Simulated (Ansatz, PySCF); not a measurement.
H4Se2Si, SMILES [SeH][SiH2][SeH]. Atoms are numbered in the order given.

```xyz
7

Si    -0.8734    -0.1887     0.2301
Se     0.3904     1.3506     1.3417
Se     0.2036    -1.2005    -1.5072
H     -1.2726    -1.1493     1.2979
H     -2.0800     0.4101    -0.4085
H      0.6749     2.1148     0.1168
H      1.3165    -1.6497    -0.6557
```
Charge 0, spin multiplicity 1.

Coordinates come from a PBE0-D3(BJ)/def2-SVP optimisation. The structure was generated by enumeration, and PubChem lists no compound with its InChIKey, so it may never have been made. Other conformers were not sampled.

Two levels are set side by side: PBE-D3(BJ)/def2-SVP (Ansatz, a program for electronic structure) and PBE0-D3(BJ)/def2-SVP (Ansatz). Each level has its own optimised geometry; the coordinates shown are those of the second. Frequencies come from the Hessian of PySCF at each geometry. Differences are taken from unrounded values.

```json
[
 {"quantity": "mean bond length (Å)", "PBE0-D3(BJ)": "1.748", "PBE-D3(BJ)": "1.762", "PBE-D3(BJ) minus PBE0-D3(BJ)": "0.015"},
 {"quantity": "bond Si1–Se2 (Å)", "PBE0-D3(BJ)": "2.281", "PBE-D3(BJ)": "2.299", "PBE-D3(BJ) minus PBE0-D3(BJ)": "0.018"},
 {"quantity": "bond Si1–Se3 (Å)", "PBE0-D3(BJ)": "2.281", "PBE-D3(BJ)": "2.299", "PBE-D3(BJ) minus PBE0-D3(BJ)": "0.018"},
 {"quantity": "bond Si1–H4 (Å)", "PBE0-D3(BJ)": "1.491", "PBE-D3(BJ)": "1.502", "PBE-D3(BJ) minus PBE0-D3(BJ)": "0.012"},
 {"quantity": "bond Si1–H5 (Å)", "PBE0-D3(BJ)": "1.491", "PBE-D3(BJ)": "1.502", "PBE-D3(BJ) minus PBE0-D3(BJ)": "0.012"},
 {"quantity": "bond Se2–H6 (Å)", "PBE0-D3(BJ)": "1.471", "PBE-D3(BJ)": "1.486", "PBE-D3(BJ) minus PBE0-D3(BJ)": "0.014"},
 {"quantity": "bond Se3–H7 (Å)", "PBE0-D3(BJ)": "1.471", "PBE-D3(BJ)": "1.486", "PBE-D3(BJ) minus PBE0-D3(BJ)": "0.014"},
 {"quantity": "highest harmonic wavenumber (cm⁻¹)", "PBE0-D3(BJ)": "2455", "PBE-D3(BJ)": "2358", "PBE-D3(BJ) minus PBE0-D3(BJ)": "-97"},
 {"quantity": "mean harmonic wavenumber (cm⁻¹)", "PBE0-D3(BJ)": "996", "PBE-D3(BJ)": "959", "PBE-D3(BJ) minus PBE0-D3(BJ)": "-37"},
 {"quantity": "zero-point energy (kcal/mol)", "PBE0-D3(BJ)": "21.36", "PBE-D3(BJ)": "20.56", "PBE-D3(BJ) minus PBE0-D3(BJ)": "-0.80"}
]
```

GGA bonds tend to be longer and softer than those of functionals with exact exchange. Differences between two approximate levels are no errors against the true value.
